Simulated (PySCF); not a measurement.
# What went wrong, or what changed?

The sound run of [Ce(CO)]3+ (singlet in the valence; each metal's 4f electrons, 1 of them, lie in its core potential, out of spins and levels) uses PySCF 2.14.0, RKS BP86, Ce lcecp-1-SVP with ECP47, C def2-SVP, O def2-SVP; non-relativistic Hamiltonian with scalar-relativistic core potentials where named; density fitting; no spin-orbit coupling, grid (50, 194), threshold 1e-8 and 55 cycles at the relaxed geometry. This run, with dm0 from free metal ions and neutral atoms, differs:

```python
mol = gto.M(atom='''
Ce     0.00000     0.00000    -0.68962
C      0.00000    -0.00000     2.03199
O      0.00000     0.00000     3.15961''',
    basis={'Ce': 'lcecp-1-SVP', 'C': 'def2-SVP', 'O': 'def2-SVP'},
    ecp={'Ce': 'lcecp-1-SVP'},
    charge=7, spin=0)
mf = dft.RKS(mol, xc='B88,P86')
mf.grids.atom_grid = (50, 194)  # f atoms: unpruned, at least (60, 302)
mf = mf.density_fit()  # fitting sets: Ce AutoAux, C def2-universal-JKFIT, O def2-universal-JKFIT
mf.conv_tol = 1e-08; mf.max_cycle = 67
mf.kernel(dm0)
```

What was changed, and how did it end?

The charge was changed. The SCF did not converge. The cycle limit differs too. These settings are unsound on purpose: the numbers aren't the compound's.
```
init E= -103.60081823331
cycle= 1 E= -105.873007602385  delta_E= -2.27  |g|= 5.72  |ddm|= 10.2
cycle= 2 E= -111.262286001195  delta_E= -5.39  |g|= 3.57  |ddm|= 13.3
cycle= 3 E= -112.056782499906  delta_E= -0.794  |g|= 4.58  |ddm|= 11.4
cycle= 4 E= -123.812790001129  delta_E= -11.8  |g|= 3.91  |ddm|= 4.56
cycle= 5 E= -124.722978819434  delta_E= -0.91  |g|= 3.42  |ddm|= 2.99
...
cycle= 64 E= -135.673148719717  delta_E= 0.0555  |g|= 1.55  |ddm|= 0.476
cycle= 65 E= -135.666665228749  delta_E= 0.00648  |g|= 1.55  |ddm|=  3.3
cycle= 66 E= -135.740628534361  delta_E= -0.074  |g|= 1.51  |ddm|= 2.68
cycle= 67 E= -135.510767546109  delta_E= 0.23  |g|= 1.69  |ddm|= 0.38
SCF not converged.
```

Run from Python with OMP_NUM_THREADS=2; the lines above give its settings.
It took 13 s on 2 threads of Intel(R) Xeon(R) Processor @ 2.50GHz (Skylake/Cascade Lake), on a shared host.

An lcecp potential fixes the number of 4f electrons, so in runs with it no electron can move into or out of that shell.
